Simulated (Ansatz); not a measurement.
The molecule ZrF, multiplicity 4 (an upper state: multiplicity 2 came lower at CCSD(T)/def2-TZVPP on PBE0 minima). No spin–orbit coupling.

Seven points along R, fitted to fifth degree in 1/R; most abundant isotopes. Runs in def2 and cc sets follow the lowest solution found near the PBE0 minimum.

Correlated levels freeze the inner cores; with def2 sets outer-core shells near the valence are correlated too.

Programs: Ansatz (Gaussian orbitals). Each number belongs to the level named beside it. In def2 rows elements past Kr take small-core potentials, without spin–orbit coupling.

Question: What bond length and harmonic frequency does wB97X-V/def2-TZVPP give?

Answer: r_e = 1.904 Å, ω_e = 621 cm⁻¹.

Question: What bond length and harmonic frequency does CCSD/def2-TZVPP give?

Answer: r_e = 1.905 Å, ω_e = 620 cm⁻¹.

Question: What bond length and harmonic frequency does CCSD(T)/def2-TZVPP give?

Answer: r_e = 1.900 Å, ω_e = 625 cm⁻¹.

Ansatz is a program for electronic structure.
